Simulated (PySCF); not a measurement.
H6HfO4Sn, SMILES [O]([SnH3])[Hf]([OH])([OH])[OH], multiplicity 1.

Geometry optimised at B3LYP-D3(BJ)/def2-SVP. The spin state was assumed, not searched. The def2 effective core potentials stand for the cores of Hf, Sn; spin–orbit coupling is left out. One conformer was computed; it need not be the lowest.

Two levels are set side by side: PBE/def2-TZVP (PySCF) and PBE0/def2-TZVP (PySCF). Same geometry, gas phase. Differences are taken from unrounded values.

| quantity | PBE0 | PBE | PBE minus PBE0 |
|---|---|---|---|
| orbital gap (eV) | 7.58 | 5.24 | -2.34 |
| highest occupied level (eV) | -8.05 | -6.50 | 1.55 |
| lowest empty level (eV) | -0.47 | -1.26 | -0.79 |
| dipole moment (D) | 0.30 | 0.19 | -0.11 |
| mean polarisability (bohr³) | 89.3 | 95.3 | 6.0 |

Without exact exchange PBE keeps part of each electron's self-repulsion, which lifts occupied levels and narrows the gap. Loosely held outer electrons make PBE densities more polarisable. Differences between two approximate levels are no errors against the true value.

Rough cost on one machine, each run with all the roots and properties that it gave: PBE0 against PBE within a factor of 2.
